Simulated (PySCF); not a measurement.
# Shifts of the heteroatoms

Geometry:
| atom | x (Å) | y (Å) | z (Å) |
| --- | --- | --- | --- |
| Si1 | -1.698 | 1.507 | -0.357 |
| P2 | -0.958 | -0.043 | 1.062 |
| Si3 | -1.049 | -1.893 | -0.174 |
| Si4 | 1.220 | 0.422 | 1.114 |
| P5 | 2.228 | 0.431 | -0.898 |
| H6 | -1.588 | 2.781 | 0.350 |
| H7 | -3.092 | 1.178 | -0.645 |
| H8 | -0.920 | 1.538 | -1.598 |
| H9 | -0.367 | -2.939 | 0.588 |
| H10 | -0.401 | -1.733 | -1.480 |
| H11 | -2.465 | -2.199 | -0.354 |
| H12 | 1.826 | -0.526 | 2.056 |
| H13 | 1.357 | 1.782 | 1.643 |
| H14 | 3.489 | 0.638 | -0.373 |
| H15 | 2.415 | -0.938 | -0.956 |

PySCF 2.14 calculation with coordinates at the GFN2-xTB level and PBE0/pcSseg-1 with gauge-including orbitals; no solvent model, non-relativistic, one computed conformer, fast rotation and ring inversion assumed for equivalent nuclei.

(1) Predict the 31P NMR data.

(2) Predict the 29Si NMR data.

Results:

(1) 
```json
{"atoms": "P5", "environment": "phosphorus bonded to Si, 2 H", "σ (ppm)": "625.7", "δ (ppm)": "-248.2"}
{"atoms": "P2", "environment": "phosphorus bonded to 3 Si", "σ (ppm)": "674.6", "δ (ppm)": "-288.8"}
```

Shieldings were converted by a linear fit to measured shifts: 31P: δ = 270.09 − 0.828σ (rms 18.1 ppm, 64 shifts vs H3PO4, solution or neat liquid). A few per cent of atoms miss by over 2 rms, more outside the fitted compound classes.

On a 600 MHz spectrometer 31P resonates near 242.9 MHz, so 1 ppm is 242.9 Hz.

(2) 
```tsv
atoms	environment	σ (ppm)	δ (ppm)
Si4	silicon bonded to 2 P, 2 H	404.8	-52.8
Si1/Si3	silicon bonded to P, 3 H	432.0	-75.1
```

Shieldings were converted by a linear fit to measured shifts: 29Si (scatter 8.9 ppm rms, 25.8 ppm with the 6 outliers that the fit left out vs TMS, solution or neat liquid). A few per cent of atoms miss by over 2 rms, more outside the fitted compound classes.

On a 600 MHz spectrometer 29Si resonates near 119.2 MHz, so 1 ppm is 119.2 Hz.
